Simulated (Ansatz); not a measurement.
C₄H₁₀Zn, SMILES `CC[CH2][Zn][CH3]` at its PBE0-D4/def2-TZVP geometry, where that method's forces vanish. Total charge 0; spin multiplicity 1.

| atom | x (Å) | y (Å) | z (Å) |
| --- | --- | --- | --- |
| C1 | -1.695 | -0.985 | -0.511 |
| C2 | -0.488 | -1.664 | 0.116 |
| C3 | 0.837 | -1.016 | -0.277 |
| Zn4 | 0.998 | 0.886 | 0.162 |
| C5 | 1.174 | 2.772 | 0.604 |
| H6 | -2.628 | -1.491 | -0.253 |
| H7 | -1.783 | 0.056 | -0.179 |
| H8 | -1.614 | -0.972 | -1.602 |
| H9 | -0.491 | -2.723 | -0.176 |
| H10 | -0.601 | -1.660 | 1.206 |
| H11 | 0.989 | -1.119 | -1.360 |
| H12 | 1.674 | -1.548 | 0.190 |
| H13 | 0.819 | 2.974 | 1.618 |
| H14 | 2.217 | 3.097 | 0.545 |
| H15 | 0.592 | 3.392 | -0.083 |

Problem. For each bond, give half the difference of the two atoms' forces along it (eV/Å; positive pushes the atoms apart) under PBE-D4, r2SCAN-D4, B3LYP-D4, ωB97M-V in def2-TZVPP. (Estimate.)

Solution. Ansatz gave: 
```
  bond  length (Å)  PBE-D4  r2SCAN-D4  B3LYP-D4  ωB97M-V
 C1–C2       1.520    0.01       0.10      0.19     0.18
 C1–H6       1.093    0.09      -0.04     -0.08    -0.08
 C1–H7       1.096    0.11      -0.02     -0.07    -0.07
 C1–H8       1.094    0.11      -0.03     -0.06    -0.07
 C2–C3       1.527    0.02       0.13      0.15     0.19
 C2–H9       1.098    0.13      -0.03     -0.10    -0.14
C2–H10       1.096    0.10      -0.05     -0.10    -0.11
C3–Zn4       1.958   -0.05      -0.08      0.06    -0.05
C3–H11       1.098    0.13       0.00     -0.10    -0.08
C3–H12       1.096    0.11      -0.01     -0.12    -0.08
Zn4–C5       1.945   -0.07      -0.07      0.11     0.01
C5–H13       1.093    0.13       0.02     -0.06    -0.04
C5–H14       1.093    0.13       0.02     -0.06    -0.04
C5–H15       1.093    0.13       0.02     -0.06    -0.04
```

B3LYP here is the variant with VWN-RPA as its local correlation; programs differ in this.
